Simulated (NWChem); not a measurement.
Molecule: CH₅FSi; SMILES C[SiH2]F

```xyz
8

Si     0.4665     0.1359    -0.0001
C     -0.4643    -1.4761    -0.0006
F     -0.5991     1.3695    -0.0001
H      1.3119     0.2749     1.2203
H      1.3123     0.2752    -1.2201
H     -1.1043    -1.5620    -0.8920
H      0.2395    -2.3240    -0.0020
H     -1.1028    -1.5636     0.8917
```
Atoms are numbered in this order, from 1.

Computed with NWChem. Geometry optimised at PBE0/def2-SVP; all other runs use it. 

```json
[
 {"quantity": "cavity-dispersion-structure term (kcal/mol) in water", "level": "PBE0/def2-SVP, SMD", "value": "3.3"},
 {"quantity": "−ε(HOMO) (eV)", "level": "PBE/def2-SVP", "value": "7.70"},
 {"quantity": "vertical, lowest state with f > 0.02, singlet (eV)", "level": "PBE/def2-SVPD, TDA", "value": "7.96"},
 {"quantity": "anisotropy (bohr³), static", "level": "PBE/def2-SVPD", "value": "7.2"},
 {"quantity": "dipole (D)", "level": "PBE0/def2-SVP", "value": "1.83"},
 {"quantity": "highest harmonic frequency (cm⁻¹)", "level": "PBE0/def2-SVP", "value": "3173"}
]
```
